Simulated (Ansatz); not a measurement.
`C=[CH][Ga]([Cl])[Cl]` + dimethylamine → `C[N](C)[Ga]([Cl])[Cl]` + ethylene at 298.15 K and 1 bar (ligand exchange at a Ga–C bond).

Program: Ansatz. Geometries: PBE0-D4/def2-TZVP. ΔE: electronic, gas phase. CBS: MP2 limit from def2 TZ/QZ plus the TZ coupled-cluster correction, frozen cores. This one scheme is used for every species. For Ga outer-core shells are correlated without core-valence functions, which leaves a few kJ/mol of doubt a bond. Scalar relativity is left out up to krypton. Each species was taken in one conformer, which may not be the lowest.

```csv
species,CCSD(T)/CBS energy (Eh),H − E (kJ/mol),S (J/(mol·K))
`C=[CH][Ga]([Cl])[Cl]`,-2921.50169,138.8,368.0
`CNC`,-135.00321,256.9,271.4
`C[N](C)[Ga]([Cl])[Cl]`,-2978.03927,249.3,397.1
`C=C`,-78.48111,144.6,218.9
```

H − E and S are ideal-gas, rigid-rotor, harmonic terms from PBE0-D4/def2-TZVP, for one conformer and one mirror image of each species. 1 Eh = 2625.50 kJ/mol, R = 8.31446 J/(mol·K).

**Question.** By hand: ΔE, ΔH, ΔS and ΔG.

**Answer.** ΔE = (-2978.03927) + (-78.48111) − (-2921.50169) − (-135.00321) = -0.01548 Eh = -40.6 kJ/mol. Δ(H − E) = 249.3 + 144.6 − 138.8 − 256.9 = -1.8, so ΔH = -42.4 kJ/mol. ΔS = 397.1 + 218.9 − 368.0 − 271.4 = -23.4 J/(mol·K). ΔG = -42.4 − 298.15 × (-23.4)/1000 = -35.4 kJ/mol.

**Question.** By hand: the equilibrium constant, and the temperature at which ΔG would vanish if ΔH and ΔS stayed fixed.

**Answer.** log₁₀ K = −ΔG/(RT ln 10) = 6.2. ΔG = 0 at ΔH/ΔS = 1812 K.

ΔH outweighs TΔS. A doubt of 5 kJ/mol in ΔE shifts log₁₀ K by 0.9 here. Other conformers and mirror images would add mixing entropy, several J/(mol·K) or more a flexible species. These are equilibria of isolated gas molecules and say nothing of rates. Largest T1 diagnostic: 0.012 (customary marks: 0.02 for closed shells, 0.045 for open ones).
